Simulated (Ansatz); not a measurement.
C₂H₆AlFSi, SMILES `[CH3][Al]1[CH2][SiH]1F`, relaxed with RKS PBE-D4/def2-SVP in Ansatz from a rough embedded geometry. The force threshold is 0.03 eV/Å; the program also tests the step.

Charge 0, multiplicity 1.

Start:

```xyz
11

C    -0.101   -1.887    1.424
Al    0.215   -0.476    0.112
C    -0.448    0.636   -1.326
Si    0.549    1.881   -0.424
F     1.995    2.227   -1.162
H    -0.915   -1.692    2.073
H    -0.234   -2.877    0.894
H     0.862   -1.997    2.042
H    -1.571    0.817   -1.341
H    -0.053    0.419   -2.366
H    -0.299    2.951    0.074
```

```tsv
step	energy (eV)	largest force (eV/Å)	largest move (Å)
1	-19341.4013	3.238	0.000
2	-19341.8631	1.087	0.195
3	-19341.9577	0.691	0.114
4	-19341.9897	0.336	0.152
5	-19342.0183	0.258	0.079
6	-19342.0346	0.330	0.111
7	-19342.0513	0.698	0.194
8	-19342.0670	0.408	0.081
9	-19342.0769	0.099	0.069
10	-19342.0790	0.090	0.026
11	-19342.0799	0.044	0.018
12	-19342.0801	0.021	0.006
```

End:

```xyz
11

C    -0.054   -1.922    1.388
Al    0.112   -0.207    0.450
C    -0.585    0.651   -1.209
Si    0.643    1.888   -0.468
F     1.862    2.499   -1.404
H    -0.943   -1.903    2.055
H    -0.209   -2.748    0.661
H     0.834   -2.158    2.008
H    -1.532    0.912   -1.721
H    -0.029   -0.083   -1.857
H    -0.099    3.072    0.099
```

It took 17 s on 4 threads of an Arm Neoverse V1 on a shared host, with 0.16 GiB of host memory at the peak.
